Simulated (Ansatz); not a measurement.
The cluster In₅P₅. Total charge 0; triplet. Geometry PBE-D4/def2-SVP, that of the neutral singlet; atoms count from 1.

```xyz
10

In    2.9714    2.0869   -1.1235
In    0.7768    0.2114    2.9824
In    0.2806    0.6907   -2.3074
In   -0.9538   -2.8026   -1.6141
In   -2.2051    1.8513    0.8195
P     0.4266   -1.9118    0.9143
P    -1.6750   -1.2428    0.8109
P     1.6986   -0.2825    0.1527
P    -1.9555   -0.2039   -1.0985
P     0.6352    1.6034    0.4637
```

In the def2 sets In takes a core potential; there is no spin–orbit coupling. At PBE0-D4/def2-SVP a singlet of charge 0 lies 1.19 eV below the triplet at the same geometry. The structure comes from a short search, and lower isomers may exist.

Q: Estimate the Mulliken populations from the PBE0/def2-SVP orbitals of Ansatz.

A: 
| atom | charge (e) | spin (α − β) |
| --- | --- | --- |
| In1 | 0.35 | 0.05 |
| In2 | 0.33 | -0.01 |
| In3 | 0.17 | 0.35 |
| In4 | 0.32 | -0.01 |
| In5 | 0.27 | 0.07 |
| P6 | -0.18 | 0.30 |
| P7 | -0.23 | 0.21 |
| P8 | -0.29 | 0.16 |
| P9 | -0.29 | 0.64 |
| P10 | -0.45 | 0.24 |
Mulliken values and Mayer orders depend strongly on the basis.

Q: Where does the spin sit?

A: Summed by element: In 0.45, P 1.55, of 2 unpaired in all. Largest on single atoms: P9 0.64, In3 0.35, P6 0.30.

Q: And the Mayer bond orders between bonded heavy atoms (over 0.3)?

A: In1–P10 0.57 (2.87 Å); In2–P6 0.32 (2.98 Å); In2–P10 0.36 (2.88 Å); In3–P8 0.40 (3.00 Å); In3–P9 0.58 (2.69 Å); In3–P10 0.40 (2.94 Å); In4–P7 0.31 (2.97 Å); In4–P9 0.42 (2.83 Å); In5–P9 0.42 (2.82 Å); In5–P10 0.40 (2.87 Å); P6–P7 0.94 (2.21 Å); P6–P8 0.95 (2.20 Å); P7–P9 1.04 (2.19 Å); P8–P10 0.95 (2.19 Å).
